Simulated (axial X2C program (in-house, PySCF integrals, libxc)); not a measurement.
Ionising MgSe

Calculated with an in-house relativistic program for diatomic molecules, spin-free (one-electron X2C) or two-component (2c: spin–orbit coupling with atomic mean-field Coulomb and Gaunt terms, which also bring small scalar terms), in Dyall basis sets with cores contracted in-house; open shells are unrestricted.

Basis sets: Mg dyall-cv3z, Se dyall-cv3z.

```tsv
Hamiltonian	level	MgSe state	Re (Å)	ωe (cm⁻¹)	De (eV)
spin-free	PW91	M_S = 0, Λ = 0	2.265	420.4	2.15
spin-free	PBE0	M_S = 0, Λ = 0	2.250	434.1	1.87
```

Adiabatic ionisation energy (minimum to minimum, no zero-point term) and constants of MgSe⁺:

```
Hamiltonian  level       MgSe⁺ state  IE (eV)  Re (Å)  ωe (cm⁻¹)  De (eV)  fragments
  spin-free   PW91  M_S = 1/2, Λ = 1     7.71   2.377      367.1     2.10   Se + Mg+
  spin-free   PBE0  M_S = 1/2, Λ = 1     7.53   2.359      383.2     1.90   Se + Mg+
```

(1) Add the zero-point terms to the ionisation energy at PBE0, spin-free, and say whether the electron removed was bonding.

(2) Close the cycle De(MgSe⁺) + IE(MgSe) = De(MgSe) + IE(Mg) to find the atomic ionisation energy at PBE0, spin-free.

Each entry is the lowest single determinant of a limited PBE0 search at one distance. De goes to single-determinant-based atoms at the same level (for ions the charge split of lowest energy) and is withheld (n/a) where an atom does not fit its ground term or J level. Main or longest-lived isotopes. One determinant is a doubtful description, or other states lie close, for MgSe; these need not be ground states, and all values refer to the states named. The functionals have no current term, which raises determinants with orbital currents.

## Answers

(1) IE0 = IE + (ωe⁺ − ωe)/2 = 7.53 + (-0.003) = 7.53 eV. Re changes by 0.109 Å, so the bond lengthens, as on loss of a bonding electron.

(2) IE(Mg) = 1.90 + 7.53 − 1.87 = 7.56 eV, for the determinants used.
